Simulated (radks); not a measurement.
Problem. The table gives one normalised radial function P(r) = r R(r) of Yb+ in [Xe] 4f14 6s1 (r in bohr). Calculated with a radial shooting solver on a logarithmic mesh with Libxc functionals: scalar-relativistic Kohn-Sham, LDA (Slater exchange, Perdew-Wang correlation), spin-polarised, spherical densities, finite nucleus; open shells are filled with parallel spins first (spin-orbit coupling, left out, can overturn this in heavy ions); Fermi nuclear charge, rms radius 5.3108 fm; hard spherical wall at 6 bohr.

| r | P |
|---|---|
| 0.001105 | 0.0000 |
| 0.001276 | 0.0000 |
| 0.001473 | 0.0000 |
| 0.001702 | 0.0000 |
| 0.001949 | 0.0000 |
| 0.002251 | 0.0000 |
| 0.0026 | 0.0000 |
| 0.003003 | 0.0001 |
| 0.003468 | 0.0001 |
| 0.004005 | 0.0001 |
| 0.004625 | 0.0002 |
| 0.005342 | 0.0002 |
| 0.006169 | 0.0004 |
| 0.007124 | 0.0005 |
| 0.008228 | 0.0008 |
| 0.009502 | 0.0012 |
| 0.01089 | 0.0017 |
| 0.01257 | 0.0024 |
| 0.01452 | 0.0036 |
| 0.01677 | 0.0051 |
| 0.01937 | 0.0073 |
| 0.02237 | 0.0104 |
| 0.02583 | 0.0147 |
| 0.02983 | 0.0204 |
| 0.03445 | 0.0281 |
| 0.03979 | 0.0380 |
| 0.04595 | 0.0506 |
| 0.05306 | 0.0659 |
| 0.06128 | 0.0838 |
| 0.07021 | 0.1026 |
| 0.08109 | 0.1229 |
| 0.09365 | 0.1415 |
| 0.1081 | 0.1551 |
| 0.1249 | 0.1594 |
| 0.1442 | 0.1502 |
| 0.1666 | 0.1235 |
| 0.1924 | 0.0777 |
| 0.2222 | 0.0141 |
| 0.2566 | -0.0612 |
| 0.2963 | -0.1379 |
| 0.3422 | -0.2021 |
| 0.3952 | -0.2398 |
| 0.4528 | -0.2407 |
| 0.523 | -0.2001 |
| 0.604 | -0.1190 |
| 0.6975 | -0.0061 |
| 0.8055 | 0.1254 |
| 0.9303 | 0.2609 |
| 1.074 | 0.3871 |
| 1.241 | 0.4934 |
| 1.433 | 0.5733 |
| 1.655 | 0.6238 |
| 1.911 | 0.6448 |
| 2.207 | 0.6380 |
| 2.529 | 0.6077 |
| 2.921 | 0.5523 |
| 3.373 | 0.4742 |
| 3.895 | 0.3757 |
| 4.499 | 0.2608 |
| 5.195 | 0.1349 |
| 6 | 0.0000 |

Which n and l does it have? It may be an empty orbital.

Solution. n = 5, l = 2: the number of nodes gives n - l - 1 = 2, the rise at small r (about r^(l+1), flatter next to the nucleus through relativity) gives l, and the extent must fit the shell. The curve is that of 5d up; the table hardly tells the two spins apart. 5d up (empty): eigenvalue -6.181 eV, 2 radial nodes at r = 0.229, 0.702 bohr, <r> = 2.49 bohr, 90 % of the charge inside 3.86 bohr.
